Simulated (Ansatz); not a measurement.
`[F][SnH]([Cl])[Cl]` + HBr → `[F][SnH]([Cl])[Br]` + HCl  (ligand exchange at the Sn–Cl bond)

Calculated with Ansatz (gas phase, PBE0-D4/def2-TZVP geometries, no zero-point term in ΔE). CBS: MP2 limit from def2 TZ/QZ plus the TZ coupled-cluster correction, frozen cores. This one scheme is used for every species. Functionals use def2-TZVPP. B3LYP here is the variant with VWN-RPA as its local correlation; programs differ in this. Elements past krypton have def2 core potentials. For Br, Sn outer-core shells are correlated without core-valence functions, which leaves a few kJ/mol of doubt a bond. Scalar relativity is left out up to krypton.

`[F][SnH]([Cl])[Cl]`:

```xyz
5

F     0.231    1.389   -1.251
Sn    0.007    0.096    0.125
Cl   -1.987   -0.940   -0.327
Cl    1.706   -1.414   -0.173
H     0.044    0.869    1.626
```

HBr:

```xyz
2

Br    0.035   -0.235   -0.669
H    -0.035    0.235    0.669
```

`[F][SnH]([Cl])[Br]`:

```xyz
5

F     0.727    1.154    1.311
Sn   -0.154    0.059    0.027
Cl    0.157   -2.093    0.762
Br    1.054    0.377   -2.068
H    -1.785    0.503   -0.031
```

HCl:

Z-matrix (Å, degrees):
```
Cl
H 1 1.279
```

```tsv
level	ΔE (kcal/mol)
revPBE-D4	-3.1
B3LYP-D4	-3.2
r2SCANh-D4	-3.3
r2SCAN0-D4	-3.4
r2SCAN	-3.1
BHLYP	-3.1
MP2/def2-SVP	-3.2
MP2/def2-TZVPP	-3.4
```

**Question.** What does CCSD(T)/CBS give? (An estimate is asked.)

**Answer.** Computed: -3.8 kcal/mol. The listed levels differ from it by 0.7, 0.6, 0.5, 0.4, 0.7, 0.7, 0.6, 0.4 kcal/mol.

Largest T1 diagnostic among the species: 0.012.

Leaving LDA and LC-ωPBE aside and taking each functional with its dispersion term where it has one, the values, not all of them listed here, spread over 1.5 kcal/mol, from BHLYP-D4 to B97M-V. At CCSD(T), def2-SVP lies +1.1 kcal/mol from the extrapolated value and def2-TZVPP +0.7 kcal/mol.
